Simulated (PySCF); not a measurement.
## Ga (gallium, neutral) across methods

[Ar] 3d10 4s2 4d1, 2D determinant (an excited configuration). Calculation: PySCF 2.14, in dyall-av2z (16s12p8d, 92 functions); no relativity, point nucleus.

| method | E (hartree) | mean ε 4s α (eV) | mean ε 4s β (eV) | mean ε 4d α (eV) | Σ⟨r²⟩ (bohr²) | ⟨S²⟩ |
| --- | --- | --- | --- | --- | --- | --- |
| HSE06 | -1924.402 | -11.475 | -11.387 | 0.241 | 57.34 | 0.750 |
| B97-3 | -1924.495 | -11.648 | -11.594 | 0.004 | 57.58 | 0.750 |
| PBE | -1924.381 | -10.903 | -10.810 | 0.212 | 57.32 | 0.750 |
| PBE0 | -1924.404 | -11.771 | -11.687 | -0.062 | 57.39 | 0.750 |
| LDA | -1921.653 | -11.225 | -11.100 | 0.391 | 56.81 | 0.750 |
| wB97X-V | -1924.461 | -13.993 | -13.954 | -0.781 | 57.27 | 0.750 |
| BP86 | -1924.937 | -11.081 | -11.020 | 0.126 | 57.12 | 0.750 |
| UHF | -1923.05567 | -13.537 | -13.451 | -0.541 | 58.25 | 0.751 |

(1) Estimate the same row for r2SCAN.

The outer electron is Rydberg-like, and this basis confines it to a smaller radius and binds it less than a complete one would.

The highest occupied level is positive at HSE06, B97-3, PBE, r2SCAN, LDA, BP86: only the finite basis holds that electron, which in a density functional comes from self-interaction.

## Answers

(1) E (hartree) = -1924.633; mean ε 4s α (eV) = -11.039; mean ε 4s β (eV) = -11.159; mean ε 4d α (eV) = 0.296; Σ⟨r²⟩ (bohr²) = 57.09; ⟨S²⟩ = 0.750.
